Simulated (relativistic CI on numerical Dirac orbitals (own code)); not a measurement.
# Rh: q coefficients and field-shift factors

These numbers are calculated, not measured: Dirac-Coulomb-Breit CI, orbitals from a KLI potential per configuration, valence Slater integrals scaled by 0.85, P86 correlation energy added to each configuration, derivatives by finite differences, QED left out (own radial code, finite nucleus).

Configuration list (outside the closed core [Kr]): 4d⁸5s, 4d⁹, 4d⁸5p, 4d⁷5s², 4d⁸5d, 4d⁸6s, 4d⁸6p, 4d⁸4f. Levels of other configurations are missing.

With x = (α/α₀)² − 1 an excitation energy changes as ω = ω₀ + qx; K = 2q/ω₀ is the relative enhancement. Terms are leading LS components, so labels can repeat. The field-shift factor is F = δν/δ⟨r²⟩ for the transition from the lowest level.

Lowest level 4d⁸5s ⁴F9/2.

| Level | ω₀ (cm⁻¹) | q (cm⁻¹) | F (GHz/fm²) |
| --- | --- | --- | --- |
| 4d⁸5s ⁴F7/2 | 1511.4 | 1328 | 0.0027 |
| 4d⁸5s ⁴F5/2 | 2710.1 | 2447 | 0.00767 |
| 4d⁸5s ⁴F3/2 | 3433.3 | 2886 | 0.0218 |
| 4d⁹ ²D5/2 | 5230.2 | 3829 | -1.79 |
| 4d⁸5s ²F7/2 | 6939.1 | 1778 | -0.629 |
| 4d⁹ ²D3/2 | 7310.9 | 5526 | -1.48 |
| 4d⁸5s ²F5/2 | 9189.8 | 3790 | -0.81 |
| 4d⁸5s ⁴P5/2 | 11034.8 | 988.3 | -0.194 |
| 4d⁸5s ⁴P3/2 | 12210.1 | 1844 | -0.101 |
| 4d⁸5s ⁴P1/2 | 12750.6 | 2029 | 0.11 |
| 4d⁸5s ²D3/2 | 14154.1 | 2459 | -0.656 |
| 4d⁸5s ²D5/2 | 14924.6 | 4067 | -0.704 |
| 4d⁷5s² ⁴F9/2 | 15059.1 | -7089 | 3.99 |
| 4d⁸5s ²P3/2 | 16365.9 | 2564 | 0.118 |
| 4d⁸5s ²P1/2 | 16470.0 | 1069 | 0.675 |
| 4d⁷5s² ⁴F7/2 | 16895.2 | -2146 | 2.26 |
| 4d⁸5s ²G9/2 | 17038.0 | 1082 | 0.416 |
| 4d⁷5s² ⁴F7/2 | 17276.5 | -1613 | 2.13 |
| 4d⁷5s² ⁴F5/2 | 18345.7 | -4156 | 4.18 |
| 4d⁷5s² ⁴F3/2 | 19151.6 | -3530 | 4.18 |
| 4d⁸5p ⁴D°7/2 | 24641.7 | 3107 | -2.87 |
| 4d⁸5p ⁴G°11/2 | 25735.8 | 3566 | -2.89 |
| 4d⁸5p ⁴G°9/2 | 25998.6 | 3270 | -2.88 |

For a near-neutral ion this model can misplace configurations by up to about 10,000 cm⁻¹ (more where the count of f electrons changes) and terms by 10 to 25 % of their spread. Rates follow the energies as ν³ (E1, M1) or ν⁵ (E2), so they and the lifetimes can be off by large factors. The fine structure of a lone outer electron comes out too small, for d and f at times inverted, and misplaced configurations move strength between like terms.

(1) Which transition from the lowest level has the largest |K|?

Results:

(1) 4d⁸5s ⁴F5/2 at 2710.1 cm⁻¹, K = 1.81.
